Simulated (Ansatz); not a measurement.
Consider the formal exchange of groups at the Si–Si bond: `O[Si]([SiH3])([SiH3])S` + `O=COCO` → `O=C([SiH3])OCO` + `O[SiH]([SiH3])S`.

Isolated molecules relaxed with PBE0-D4/def2-TZVP in Ansatz; ΔE leaves out vibrations. CBS: MP2 limit from def2 TZ/QZ plus the TZ coupled-cluster correction, frozen cores. DFT in def2-TZVPP. One conformer a species, not always the lowest.

`O[Si]([SiH3])([SiH3])S`:

```xyz
13

O     0.871   -1.334    1.293
Si   -0.062   -0.446    0.256
Si   -0.880    1.525    1.237
Si    1.263   -0.066   -1.632
S    -1.850   -1.477   -0.336
H     0.435   -1.706    2.062
H    -1.628    2.326    0.232
H     0.255    2.336    1.754
H    -1.788    1.204    2.373
H     1.487   -1.353   -2.345
H     2.578    0.525   -1.269
H     0.543    0.869   -2.537
H    -1.225   -2.403   -1.086
```

`O=COCO`:

```xyz
9

O     0.656    1.214    1.022
C     1.257    0.298    0.530
O     0.717   -0.683   -0.180
C    -0.720   -0.605   -0.308
O    -1.127    0.480   -1.040
H     2.344    0.157    0.607
H    -0.992   -1.508   -0.850
H    -1.134   -0.613    0.705
H    -1.003    1.260   -0.486
```

`O=C([SiH3])OCO`:

```xyz
12

O    -0.008    1.100   -0.959
C     0.262    0.435    0.013
Si    1.249    1.149    1.500
O    -0.099   -0.844    0.149
C    -0.812   -1.394   -0.982
O    -2.046   -0.821   -1.157
H     0.474    2.302    2.014
H     2.552    1.605    0.962
H     1.442    0.127    2.556
H    -0.952   -2.443   -0.730
H    -0.165   -1.282   -1.857
H    -1.898    0.065   -1.509
```

`O[SiH]([SiH3])S`:

Z-matrix (Å, degrees):
```
Si
Si 1 2.335
S 1 2.148 2 108.2
O 1 1.647 2 106.3 3 121.4
H 1 1.489 2 113.2 3 -116.3
H 2 1.487 1 108.9 3 69.0
H 2 1.487 1 109.5 3 -50.2
H 2 1.487 1 111.0 3 -170.8
H 3 1.343 1 94.5 2 -141.6
H 4 0.959 1 117.6 2 -165.9
```

| level | ΔE (kJ/mol) |
| --- | --- |
| B2PLYP | 16.2 |
| CCSD/def2-TZVPP | 19.3 |
| CCSD(T)/def2-TZVPP | 20.1 |
| SCS-MP2/def2-QZVPP | 14.5 |

Task: What does CCSD(T)/CBS give? (Best estimate.)

Result: Computed: +19.5 kJ/mol. The listed levels differ from it by -3.3, -0.2, 0.6, -5.0 kJ/mol.

Largest T1 diagnostic among the species: 0.015.

The D4 term adds +6.3 kJ/mol with B3LYP and +3.7 kJ/mol with PBE0; it sums over pairs of atoms, weighted by their polarisabilities, and B3LYP, whose exchange is more repulsive, gets the larger term. In def2-TZVPP, CCSD(T) changes the Hartree–Fock value by +8.0 kJ/mol (the triples alone add +0.8 kJ/mol) and MP2 by +6.5 kJ/mol.

B3LYP here is the variant with VWN-RPA as its local correlation; programs differ in this.
